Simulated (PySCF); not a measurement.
## Frontier levels across methods

Species: C2H5BF2O2.
Geometry (PBE0-D3(BJ)/def2-SVP, Å), atoms numbered from 1 in this order:
```
atom  x, y, z in Å
B1     2.2399   -0.1255    0.0193
O2     0.9787   -0.5454   -0.2091
C3    -0.0041    0.3008   -0.7396
O4    -0.8509    0.7559    0.2658
C5    -1.6864   -0.1807    0.8003
F6    -2.6169   -0.5458   -0.1062
F7    -2.3049    0.3932    1.8253
H8     2.5662    0.9973   -0.3013
H9     2.9929   -0.9154    0.5325
H10   -0.5653   -0.2723   -1.4948
H11    0.4463    1.1977   -1.1896
H12   -1.1577   -1.0905    1.1349
```

Basis pcSseg-1 throughout (PySCF), one geometry. The structure is a single PBE0-D3(BJ)/def2-SVP conformer in the gas phase; no vibrational or solvent corrections.

**Question.** How do the orbital energies, the gap and the dipole change with the method?

**Answer.** 
```
 method                    kind  HOMO (eV)  LUMO (eV)  gap (eV)  μ (D)  SCF cycles
    PBE                     GGA      -7.52      -1.83      5.69   1.62          16
  B97-D                     GGA      -7.57      -1.64      5.94   1.70          15
    LDA                     LDA      -7.62      -2.12      5.50   1.72          15
  B97-2           global hybrid      -8.81      -0.80      8.01   1.87          13
  B3LYP           global hybrid      -8.85      -1.06      7.79   1.85          13
wB97X-D  range-separated hybrid     -11.02       1.13     12.15   1.95          14
     HF            Hartree–Fock     -12.86       2.70     15.55   2.37          10
```

The HOMO spans 5.34 eV, from PBE down to HF, and the gap runs from 5.50 eV (LDA) to 15.55 eV (HF). Over the methods PBE (0 %), B97-D (0 %), LDA (0 %), B97-2 (21 %), B3LYP (20 %), HF (100 %), a straight line through the gap against the share of exact exchange rises by 0.98 eV for each 10 % (correlation coefficient 0.999). The dipole ranges from 1.62 D (PBE) to 2.37 D (HF). This basis has no diffuse functions.
